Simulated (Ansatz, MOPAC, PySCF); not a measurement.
Bonds broken one at a time in the series allyl-X. All species are isolated molecules in the gas phase. One relaxed conformer stands for each flexible species; it need not be the lowest. Strings in code marks are SMILES.

Quantity: electronic energy of isomers of C2H5O, doublet states, relative to `[CH2]CO`, in eV. HF references are unrestricted for open shells and restricted for singlets. Semi-empirical values (MOPAC) are differences of heats of formation.

Level 1: frozen-core MP2/cc-pVTZ // PBE0-D4/def2-TZVP (Ansatz, an electronic-structure program)
Level 2: B3LYP/6-311+G** // PBE0-D4/def2-TZVP (PySCF)
Level 3: PBE/6-31G* // PBE0-D4/def2-TZVP (PySCF)
Level 4: PM3 // PBE0-D4/def2-TZVP (MOPAC)

| species | level 2 | level 3 | level 4 |
|---|---|---|---|
| `[CH2]OC` | 0.216 | -0.012 | 0.239 |

Task: What does level 1 give for each?

Result: 
- `[CH2]OC`: 0.275
